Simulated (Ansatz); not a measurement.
A nudged elastic band was laid between two geometries of ClGeH3 + H4Si (10 atoms, charge 0, multiplicity 1).

Computed with RKS PBE0/def2-SVP (Ansatz).

```
movable images  : 7
climbing image  : yes
spring          : 5.0 eV/Å²
optimiser       : quadratic models (default)
start path      : through a guess of the saddle point
force threshold : 0.05 eV/Å
iteration limit : 60
end points      : relaxed
```

First end point:

```xyz
10
Properties=species:S:1:pos:R:3
Ge 0.703 -0.054 -0.175
Cl 1.318 0.044 1.899
H 1.953 0.165 -1.038
H -0.333 1.057 -0.397
H 0.094 -1.444 -0.406
Si -3.297 0.047 1.401
H -3.224 -0.855 0.212
H -4.438 -0.371 2.269
H -3.508 1.451 0.938
H -2.018 -0.039 2.166
```

Last end point:

```xyz
10
Properties=species:S:1:pos:R:3
Ge -0.456 -0.123 -0.531
Cl 0.175 0.168 3.275
H 0.614 0.855 -0.023
H -0.645 0.101 -2.045
H 0.037 -1.565 -0.318
Si -2.540 0.216 0.584
H -3.672 -0.179 -0.312
H -2.630 -0.628 1.819
H -2.715 1.647 0.977
H -0.917 -0.493 3.443
```

(1) What changes between the two ends?

(2) Give the energies along the band, and the barrier.

(3) What is the geometry of the highest image?

Results:

(1) Bonds broken: Ge1–Cl2, Si6–H10. Bonds formed: Ge1–Si6, Cl2–H10. ClGeH3 + H4Si becomes ClH + GeH6Si.

(2) It converged. The highest image is number 4 of 0 to 8, 55.7 kcal/mol above the first end and 44.6 kcal/mol above the last; the last end lies 11.1 kcal/mol above the first. Neighbouring images differ by up to 1.6 eV, so the band resolves the path poorly. A vibrational analysis at the climbing image gives one clearly imaginary mode, 873i cm⁻¹: a first-order saddle point. The orbitals stay closed-shell, which can raise the energy where a bond breaks towards radicals; this wasn't checked here.

| image | path coordinate (Å) | energy (kcal/mol) | Ge1–Cl2 (Å) | Si6–H10 (Å) | Ge1–Si6 (Å) |
| --- | --- | --- | --- | --- | --- |
| 0 | 0.00 | 0.0 | 2.17 | 1.49 | 4.30 |
| 1 | 1.21 | 0.0 | 2.17 | 1.49 | 4.41 |
| 2 | 2.41 | 1.6 | 2.17 | 1.49 | 3.98 |
| 3 | 3.62 | 19.8 | 2.22 | 1.48 | 3.36 |
| 4 | 4.82 | 55.7 | 2.67 | 1.72 | 2.70 |
| 5 | 5.78 | 22.8 | 3.17 | 2.31 | 2.44 |
| 6 | 6.73 | 12.2 | 3.64 | 2.80 | 2.39 |
| 7 | 7.69 | 11.2 | 3.96 | 3.21 | 2.38 |
| 8 | 8.64 | 11.1 | 3.87 | 3.36 | 2.39 |

(3) 
```xyz
10
Properties=species:S:1:pos:R:3
Ge -0.169 -0.060 -0.016
Cl 0.359 -0.862 2.471
H 0.838 1.057 0.240
H -1.143 0.462 -1.129
H 0.276 -1.454 -0.448
Si -2.638 0.210 1.055
H -3.283 -0.676 0.047
H -3.182 -0.039 2.421
H -2.746 1.648 0.685
H -1.062 -0.286 1.541
```

Run time: 13 min on 2 threads of Intel(R) Xeon(R) Platinum 8259CL CPU @ 2.50GHz (Skylake/Cascade Lake) (shared host), peak memory 0.28 GiB.
